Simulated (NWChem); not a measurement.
All runs are NWChem calculations. System: BrSi, charge 0, spin multiplicity 2, at a geometry optimised with UPBE0/def2-SVP. The structure started from a generated list of species. Its SCF solution wasn't tested for a lower state. Level: UHF/def2-QZVP.

Job file:

```
start mol
memory heap 200 mb stack 900 mb global 1100 mb
geometry units angstroms nocenter noautoz
  Si     0.000000     0.000000     1.599566
  Br     0.000000     0.000000    -0.639826
  symmetry group C2v
end
basis spherical
  * library def2-qzvp
end
scf
  uhf
  nopen 1
  maxiter 100
  thresh 1e-7
  semidirect memsize 60000000 filesize 0
  # guess.movecs holds the orbitals of an unrestricted PBE0 run
  vectors input guess.movecs output mol.movecs
end
task scf energy
```

Output (cleaned and shortened):

```
             Northwest Computational Chemistry Package (NWChem) 7.3.0
             --------------------------------------------------------

                                NWChem Input Module
                                -------------------

 Scaling coordinates for geometry "geometry" by  1.889725989
 (inverse scale =  0.529177249)

 Turning off AUTOSYM since
 SYMMETRY directive was detected!

                             Geometry "geometry" -> ""
                             -------------------------

 Output coordinates in angstroms (scale by  1.889725989 to convert to a.u.)

  No.       Tag          Charge          X              Y              Z
 ---- ---------------- ---------- -------------- -------------- --------------
    1 Si                  14.0000     0.00000000     0.00000000     1.59956600
    2 Br                  35.0000     0.00000000     0.00000000    -0.63982600

 Effective nuclear repulsion energy (a.u.)     115.7889516484

            Nuclear Dipole moment (a.u.)
            ----------------------------
        X                 Y               Z
 ---------------- ---------------- ----------------
     0.0000000000     0.0000000000     0.0000264562

      Symmetry information
      --------------------

 Group name             C2v
 Group number             16
 Group order               4
 No. of unique centers     2

      Symmetry unique atoms

     1    2


 Summary of "ao basis" -> "" (spherical)
 ------------------------------------------------------------------------------
       Tag                 Description            Shells   Functions and Types
 ---------------- ------------------------------  ------  ---------------------
 *                         def2-qzvp                  on all atoms

 Summary of "ao basis" -> "ao basis" (spherical)
 ------------------------------------------------------------------------------
       Tag                 Description            Shells   Functions and Types
 ---------------- ------------------------------  ------  ---------------------
 Si                        def2-qzvp                22       70   9s6p4d2f1g
 Br                        def2-qzvp                25       75   11s7p4d2f1g

                                 NWChem SCF Module
                                 -----------------

  ao basis        = "ao basis"
  functions       =   145
  atoms           =     2
  alpha electrons =    25
  beta  electrons =    24
  charge          =   0.00
  wavefunction    = UHF
  use symmetry    = T
  symmetry adapt  = T

 Summary of "ao basis" -> "ao basis" (spherical)
 ------------------------------------------------------------------------------
       Tag                 Description            Shells   Functions and Types
 ---------------- ------------------------------  ------  ---------------------
 Si                        def2-qzvp                22       70   9s6p4d2f1g
 Br                        def2-qzvp                25       75   11s7p4d2f1g

      Symmetry analysis of basis
      --------------------------

        a1         63
        a2         16
        b1         33
        b2         33

 Forming initial guess at       0.1s

   Symmetry analysis of molecular orbitals - initial alpha
   -------------------------------------------------------

  Numbering of irreducible representations:

     1 a1          2 a2          3 b1          4 b2

  Orbital symmetries:

     1 a1          2 a1          3 a1          4 a1          5 b2
     6 b1          7 a1          8 a1          9 b2         10 b1
[...]
              MO Center= -3.7D-16, -6.5D-15, -4.8D-01, r^2= 1.7D+00
   Bfn.  Coefficient  Atom+Function         Bfn.  Coefficient  Atom+Function
  ----- ------------  ---------------      ----- ------------  ---------------
    98      0.474105  2 Br py                95      0.381067  2 Br py
   101      0.193935  2 Br py                86     -0.192861  2 Br py
    89     -0.155565  2 Br py

 Vector   23  Occ=1.000000D+00  E=-4.304842D-01  Symmetry=b1
              MO Center=  1.2D-14, -9.8D-16, -5.2D-01, r^2= 1.6D+00
   Bfn.  Coefficient  Atom+Function         Bfn.  Coefficient  Atom+Function
  ----- ------------  ---------------      ----- ------------  ---------------
    97      0.480317  2 Br px                94      0.386107  2 Br px
   100      0.200454  2 Br px                85     -0.195318  2 Br px
    88     -0.157567  2 Br px

 Vector   24  Occ=1.000000D+00  E=-3.979638D-01  Symmetry=a1
              MO Center=  1.6D-14, -2.2D-13,  1.2D+00, r^2= 3.4D+00
   Bfn.  Coefficient  Atom+Function         Bfn.  Coefficient  Atom+Function
  ----- ------------  ---------------      ----- ------------  ---------------
     8      0.401126  1 Si s                 99     -0.317453  2 Br pz
     9      0.306921  1 Si s                 96     -0.250083  2 Br pz
    24      0.204849  1 Si pz                 7      0.197095  1 Si s
    21      0.194786  1 Si pz                 6     -0.161070  1 Si s

 Vector   25  Occ=0.000000D+00  E= 7.121612D-03  Symmetry=b2
              MO Center=  2.3D-17,  1.1D-13,  1.6D+00, r^2= 4.2D+00
   Bfn.  Coefficient  Atom+Function         Bfn.  Coefficient  Atom+Function
  ----- ------------  ---------------      ----- ------------  ---------------
    26      0.651207  1 Si py                23      0.297371  1 Si py
    20      0.269797  1 Si py               101     -0.262614  2 Br py
    11     -0.159038  1 Si py

 Vector   26  Occ=0.000000D+00  E= 4.782732D-02  Symmetry=b1
              MO Center= -1.3D-15,  2.5D-15,  1.6D+00, r^2= 4.9D+00
   Bfn.  Coefficient  Atom+Function         Bfn.  Coefficient  Atom+Function
  ----- ------------  ---------------      ----- ------------  ---------------
    25      0.817782  1 Si px               100     -0.288003  2 Br px
    19      0.265262  1 Si px                22      0.155359  1 Si px

 Vector   27  Occ=0.000000D+00  E= 9.085283D-02  Symmetry=a1
              MO Center= -2.5D-16,  5.6D-14,  1.3D+00, r^2= 9.0D+00
   Bfn.  Coefficient  Atom+Function         Bfn.  Coefficient  Atom+Function
  ----- ------------  ---------------      ----- ------------  ---------------
    81      2.141435  2 Br s                 27      1.513878  1 Si pz
     9     -1.387009  1 Si s                102      0.934291  2 Br pz
    24      0.597201  1 Si pz                80     -0.438622  2 Br s
    99      0.436415  2 Br pz                45     -0.302344  1 Si d  0
     8     -0.297166  1 Si s                 79      0.293646  2 Br s

 center of mass
 --------------
 x =   0.00000000 y =   0.00000000 z =  -0.11177400

 moments of inertia (a.u.)
 ------------------
         371.107240848829           0.000000000000           0.000000000000
           0.000000000000         371.107240848829           0.000000000000
           0.000000000000           0.000000000000           0.000000000000

  Mulliken analysis of the total density
  --------------------------------------

    Atom       Charge   Shell Charges
 -----------   ------   -------------------------------------------------------
    1 Si  14    13.73   1.69  0.01  0.25  0.37  1.07  0.55  0.44  1.10  0.42  5.48 -0.01  0.54  0.59  0.87  0.21  0.00  0.02  0.06  0.05  0.02  0.01  0.00
    2 Br  35    35.27   1.80 -0.02  0.18  0.76  1.05  0.25  1.05  0.86  0.40  1.13  0.47  6.00  3.33  2.22  0.61  1.77  2.60  0.75  8.39  1.43  0.18  0.03  0.00  0.00  0.00

  Mulliken analysis of the alpha density
  --------------------------------------

    Atom       Charge   Shell Charges
 -----------   ------   -------------------------------------------------------
    1 Si  14     7.35   0.84  0.00  0.13  0.19  0.54  0.27  0.22  0.57  0.20  2.75 -0.01  0.27  0.43  0.68  0.18  0.00  0.01  0.04  0.03  0.01  0.00  0.00
    2 Br  35    17.65   0.90 -0.01  0.09  0.38  0.52  0.12  0.53  0.43  0.20  0.56  0.23  3.00  1.67  1.11  0.30  0.90  1.30  0.37  4.20  0.72  0.09  0.02  0.00  0.00  0.00

   Mulliken analysis of the beta density
   -------------------------------------

    Atom       Charge   Shell Charges
 -----------   ------   -------------------------------------------------------
    1 Si  14     6.38   0.84  0.00  0.13  0.19  0.54  0.28  0.22  0.53  0.22  2.73 -0.00  0.27  0.15  0.19  0.03  0.00  0.01  0.03  0.02  0.01  0.00  0.00
    2 Br  35    17.62   0.90 -0.01  0.09  0.38  0.52  0.12  0.53  0.43  0.20  0.56  0.23  3.00  1.67  1.11  0.30  0.87  1.30  0.39  4.20  0.72  0.09  0.01  0.00  0.00  0.00

   Mulliken analysis of the spin density
   -------------------------------------

    Atom       Charge   Shell Charges
 -----------   ------   -------------------------------------------------------
    1 Si  14     0.98   0.00 -0.00 -0.00  0.00  0.00 -0.00 -0.01  0.05 -0.02  0.02 -0.00  0.01  0.28  0.49  0.15  0.00  0.00  0.01  0.01 -0.00 -0.00 -0.00
    2 Br  35     0.02   0.00 -0.00  0.00  0.00 -0.00  0.00  0.00 -0.00  0.00  0.00 -0.00  0.00  0.00 -0.00  0.00  0.02  0.00 -0.02 -0.00 -0.00  0.00  0.01  0.00  0.00  0.00

       Multipole analysis of the density wrt the origin
       ------------------------------------------------

     L   x y z        total         alpha         beta         nuclear
     -   - - -        -----         -----         ----         -------
     0   0 0 0     -0.000000    -25.000000    -24.000000     49.000000

     1   1 0 0      0.000000     -0.000000      0.000000      0.000000
     1   0 1 0      0.000000     -0.000000      0.000000      0.000000
     1   0 0 1      0.466316     -1.135256      1.601545      0.000026

     2   2 0 0    -25.325058    -15.420872     -9.904186      0.000000
     2   1 1 0     -0.000000     -0.000000     -0.000000      0.000000
     2   1 0 1      0.000000      0.000000      0.000000      0.000000
     2   0 2 0    -22.037593    -11.698375    -10.339218      0.000000
     2   0 1 1      0.000000      0.000000      0.000000      0.000000
     2   0 0 2    -23.216493   -106.130540    -96.170419    179.084466

 Task  times  cpu:        8.6s     wall:        8.6s

 Total times  cpu:        8.6s     wall:        8.6s
```
